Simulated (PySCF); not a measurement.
Computed IR spectrum (relative IR intensity) of a molecule C4H9Cl. The structure is a stationary point at PBE-D3(BJ)/def2-SVP. One conformer was computed; it need not be the lowest. Method: PySCF 2.14.0 with PBE-D3(BJ)/def2-SVP. Frequencies are harmonic and unscaled.

Lines under 2 % of the strongest are left out, and lines within 2 cm⁻¹ are merged.

```json
[
 {"ν (cm⁻¹)": "130", "relative intensity": "3.8"},
 {"ν (cm⁻¹)": "467", "relative intensity": "5.2"},
 {"ν (cm⁻¹)": "651", "relative intensity": "45"},
 {"ν (cm⁻¹)": "735", "relative intensity": "28"},
 {"ν (cm⁻¹)": "855", "relative intensity": "17"},
 {"ν (cm⁻¹)": "911", "relative intensity": "10"},
 {"ν (cm⁻¹)": "998", "relative intensity": "21"},
 {"ν (cm⁻¹)": "1049", "relative intensity": "2.5"},
 {"ν (cm⁻¹)": "1093", "relative intensity": "6.7"},
 {"ν (cm⁻¹)": "1173", "relative intensity": "2.1"},
 {"ν (cm⁻¹)": "1208", "relative intensity": "4.5"},
 {"ν (cm⁻¹)": "1252", "relative intensity": "49"},
 {"ν (cm⁻¹)": "1268", "relative intensity": "4.3"},
 {"ν (cm⁻¹)": "1287", "relative intensity": "25"},
 {"ν (cm⁻¹)": "1357", "relative intensity": "2.9"},
 {"ν (cm⁻¹)": "1396", "relative intensity": "11"},
 {"ν (cm⁻¹)": "1409", "relative intensity": "8.4"},
 {"ν (cm⁻¹)": "1418", "relative intensity": "2.6"},
 {"ν (cm⁻¹)": "1421", "relative intensity": "19"},
 {"ν (cm⁻¹)": "1432", "relative intensity": "14"},
 {"ν (cm⁻¹)": "2951", "relative intensity": "31"},
 {"ν (cm⁻¹)": "2962", "relative intensity": "45"},
 {"ν (cm⁻¹)": "2965", "relative intensity": "100"},
 {"ν (cm⁻¹)": "2999", "relative intensity": "11"},
 {"ν (cm⁻¹)": "3008", "relative intensity": "44"},
 {"ν (cm⁻¹)": "3021", "relative intensity": "43"},
 {"ν (cm⁻¹)": "3049", "relative intensity": "94"},
 {"ν (cm⁻¹)": "3060", "relative intensity": "56"},
 {"ν (cm⁻¹)": "3073", "relative intensity": "29"}
]
```

**Question.** Pick the molecule that these values belong to.
(A) CC(C)(C)Cl
(B) CC[C@H](C)Cl
(C) CCCCCl
(D) CC(C)CCl

**Answer.** C, CCCCCl
